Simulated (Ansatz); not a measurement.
System: CH3Li, charge 1, doublet. CH3Li+ (parent SMILES [CH3][Li], doublet).
B3LYP-D3(BJ)/def2-TZVP minimum from Ansatz (a program for electronic structure):
```xyz
5

Li    -1.2099    -0.6994    -1.0459
C      0.3737     0.2160     0.3231
H      0.7604    -0.7188     0.7146
H     -0.3074     0.7948     0.9378
H      0.9345     0.7261    -0.4529
```
Charge +1, spin multiplicity 2.

Total energies in def2-QZVPP, 7 correlated electrons, 2 frozen orbitals. Radicals and triplets start from unrestricted determinants; spin-orbit coupling is neglected. Correlated methods leave the cores frozen. No relativity. The spin of CH3Li+ (parent SMILES [Li][CH3], doublet) was assumed, and the state is the lowest solution found for it.

```csv
method,program,energy (Eh),minus CCSDT(Q) (mEh)
HF,Ansatz,-46.84039,192.31
MP2,Ansatz,-47.00837,24.33
CCSD,Ansatz,-47.02684,5.86
CCSD(T),Ansatz,-47.03213,0.57
CCSDT(Q),Ansatz,-47.03270,0.00
```

Rough core times of Ansatz's runs on a shared machine: CCSD(T) 40 s, CCSDT(Q) 2 h.
